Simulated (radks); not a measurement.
All-electron atom: neutral lanthanum in [Xe] 6s2 6p1 (not the ground configuration). All-electron calculation, non-relativistic Kohn-Sham, PW91, spin-polarised, spherical densities, point nucleus; open shells are filled with parallel spins first (spin-orbit coupling, left out, can overturn this in heavy ions); relativity is left out, which matters for an element this heavy. Program: a radial shooting solver on a logarithmic mesh with Libxc functionals.

Unscreened Slater integrals over Kohn-Sham orbitals (cm^-1). They are taken over the spin-up orbitals.

\begin{tabular}{lr}
integral & value \\ \hline
F0(6p,6p) & 37266 \\
F2(6p,6p) & 20431 \\
F0(6p,6s) & 40717 \\
G1(6p,6s) & 26349 \\
F0(6p,5p) & 47148 \\
F2(6p,5p) & 10342 \\
G0(6p,5p) & 1797.7 \\
G2(6p,5p) & 2419.3 \\
F0(6p,5s) & 47546 \\
G1(6p,5s) & 2728.1 \\
F0(6s,6s) & 45778 \\
F0(6s,5p) & 56783 \\
G1(6s,5p) & 3814.6 \\
F0(6s,5s) & 57407 \\
G0(6s,5s) & 2325.1 \\
F0(5p,5p) & 109700 \\
F2(5p,5p) & 59370 \\
F0(5p,5s) & 115400 \\
G1(5p,5s) & 79062 \\
F0(5s,5s) & 122310 \\
\end{tabular}

Derived for the open shells (J is the average intra-shell exchange parameter used in DFT+U). 6p: J = F2/5 = 4086 cm^-1.
